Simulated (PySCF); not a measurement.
Coordinates in bohr (charge 0 multiplicity 1):
```
Cr    0.0000    0.0000   -0.1230
O     0.0000    2.3344   -1.8127
O     0.0000   -2.3344   -1.8127
F     2.6144    0.0000    1.6931
F    -2.6144    0.0000    1.6931
```

Computed with PBE0 in PySCF with Cr def2-SVP, O def2-SVP, F def2-SVP; no relativity; density-fitted integrals.

This geometry of CrO2F2 is a stationary point at this level.

What is the point group?

C2v.

Is it a minimum?

Yes: all harmonic wavenumbers are real.

Which band is strongest in the infrared?

1187 cm⁻¹ (b2), 185 km/mol.

Give the atomic charges and bond orders.


```
atom  Mulliken  Löwdin  polar tensor  Mayer order to Cr1
 Cr1      1.24    0.25          2.05                   –
O2,3     -0.28   -0.01         -0.50                1.95
F4,5     -0.34   -0.11         -0.53                0.90
```

Stability towards spin polarisation was not tested. This need not be the most stable arrangement of these atoms.
